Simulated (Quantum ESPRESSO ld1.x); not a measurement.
Problem. The mean radii <r> (bohr) of the occupied orbitals of an atom or ion are listed with their occupations. All-electron calculation, scalar-relativistic Kohn-Sham, relativistic LDA (MacDonald-Vosko exchange, VWN5 correlation), spin-unpolarised, spherical densities, point nucleus. Program: ld1.x of Quantum ESPRESSO 7.5.

| orbital | occ. | <r> |
|---|---|---|
| 1s | 2 | 0.01781 |
| 2s | 2 | 0.07518 |
| 2p | 6 | 0.06747 |
| 3s | 2 | 0.1933 |
| 3p | 6 | 0.1934 |
| 3d | 10 | 0.1746 |
| 4s | 2 | 0.4001 |
| 4p | 6 | 0.4143 |
| 4d | 6 | 0.4161 |

Name the element and its charge.

Solution. Z = 76, osmium, charge +34: Os34+ in [Kr] 4d6. The 1s radius gives Z: for a bare nucleus <r> = (2 gamma + 1)/(2Z) with gamma = sqrt(1 - (Z/c)^2), 0.01753 bohr for Z = 76, and screening makes it slightly larger (0.01781 here). The occupations add up to 42, and the charge is Z minus that.
